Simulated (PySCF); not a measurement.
Start geometry of `CC=C=C(F)Br` from GFN2-xTB (Å):
```
atom  x, y, z in Å
C1    -1.587   -0.442   -0.001
C2    -0.520    0.586    0.179
C3     0.755    0.342    0.134
C4     2.017    0.081    0.024
F5     2.819   -0.270    1.037
Br6    2.978    0.178   -1.631
H7    -1.161   -1.424   -0.184
H8    -2.221   -0.163   -0.841
H9    -2.212   -0.481    0.890
H10   -0.860    1.597    0.372
```

Question: What comes out of this run: PBE0-D3(BJ)/def2-TZVP geometry optimisation, gas phase in PySCF 2.14.0?

Answer: 
```
atom  x, y, z in Å
C1    -1.5905   -0.4432   -0.0857
C2    -0.5233    0.5757    0.1424
C3     0.7555    0.3297    0.1548
C4     2.0266    0.0903    0.1252
F5     2.7471   -0.2477    1.1933
Br6    3.0741    0.1808   -1.4329
H7    -1.1687   -1.4341   -0.2475
H8    -2.1936   -0.1682   -0.9560
H9    -2.2675   -0.4819    0.7724
H10   -0.8508    1.6014    0.3137
```

The energy falls by 0.019 eV over 8 energy and gradient evaluations, the largest force component goes from 0.0109 to 3.4e-04 Eh/bohr, and the atoms move by 0.022 Å rms after alignment. The bond that changes most is C4–Br6 (outer carbon of cumulated double bonds to vinyl bromine), which shortens by 0.037 Å. Bonds longer at the end by more than 0.005 Å: 1 of 9; shorter: 2. Rotational constants go from 4220, 1100, 915.4 to 4329, 1102, 920.7 MHz. The orientation of the end geometry is arbitrary; only internal coordinates are fixed.

The run used 227 basis functions and 60 SCF cycles in all.

PBE0-D3(BJ)/def2-TZVP frequencies: not computed here.
